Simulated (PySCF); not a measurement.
# Cost of excited-state runs on `[SiH2](N)NC1[C@@H](F)[C@@H]1F`, C3H8F2N2Si

Geometry (Å), atoms numbered from 1 in this order:
```xyz
16

N    -2.9816    0.4715   -0.1625
Si   -1.7104   -0.6811   -0.0497
N    -0.3272    0.3245    0.2214
C     0.9518   -0.2248    0.4387
C     2.0226   -0.2506   -0.6340
F     1.7527    0.3426   -1.8326
C     2.1589    0.6603    0.5515
F     3.1198    0.3637    1.4704
H    -3.9032    0.1337   -0.3819
H    -3.0404    1.1912    0.5404
H    -1.7016   -1.6034    1.0937
H    -1.7445   -1.4235   -1.3114
H    -0.2861    1.1711   -0.3275
H     0.9291   -1.0971    1.0797
H     2.6807   -1.0999   -0.7576
H     2.0718    1.7307    0.4091
```

PySCF with density fitting, on 1 thread of an AMD EPYC 9R45, shared host. Command: `OMP_NUM_THREADS=1 python excited_run.py task.json out`

(1) How long does this run take, and how much memory?
- circular dichroism and optical rotation, wB97X-D/def2-SVPD; 12 states

Results:

(1) 
```
                                    run              level  basis functions  wall time  peak memory (GiB)
circular dichroism and optical rotation  wB97X-D/def2-SVPD              234       46 s                1.1
```
Times from a shared host are rough.
